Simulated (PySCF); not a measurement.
C₃H₂N₃, SMILES [c]1ncncn1, multiplicity 2. Atoms are numbered in the order given.

```xyz
8

C      0.0000     0.0000    -1.3181
N      0.0000    -1.1781    -0.7523
C      0.0000    -1.1287     0.5905
N      0.0000     0.0000     1.2975
C      0.0000     1.1287     0.5905
N      0.0000     1.1781    -0.7523
H      0.0000    -2.0796     1.1363
H      0.0000     2.0796     1.1363
```
Charge 0, spin multiplicity 2.

Geometry optimised at B3LYP-D3(BJ)/def2-SVP. The isomer is the one that the SMILES or the coordinates give; other isomers of the formula were not compared.

Computed with PySCF with PBE/pcH-1.

Unrestricted Kohn–Sham, ⟨S²⟩ = 0.753. Hyperfine tensors hold the contact and dipolar terms, without spin-orbit corrections.

Computed hyperfine couplings:
| nucleus | A(iso) (MHz) | A(iso) (G) | dipolar principal values (MHz) |
|---|---|---|---|
| 13C no. 1 | 662.0 | 236.2 | -57.5, -46.2, 103.7 |
| 14N no. 2 | 90.5 | 32.3 | -6.6, -3.3, 9.9 |
| 13C no. 3 | 34.1 | 12.2 | -7.3, -6.7, 14.0 |
| 14N no. 4 | 1.7 | 0.6 | -3.7, -1.4, 5.1 |
| 13C no. 5 | 34.1 | 12.2 | -7.3, -6.7, 14.0 |
| 14N no. 6 | 90.5 | 32.3 | -6.6, -3.3, 9.9 |
| 1H no. 7 | 13.0 | 4.7 | -3.7, -1.8, 5.5 |
| 1H no. 8 | 13.0 | 4.7 | -3.7, -1.8, 5.5 |

**Question.** And the g tensor (effective nuclear charges for spin-orbit coupling, GIAO)? (Estimate from the structure and the level; the computed values follow.)

**Answer.** principal values 2.0001, 2.0019, 2.0041; isotropic 2.0020.
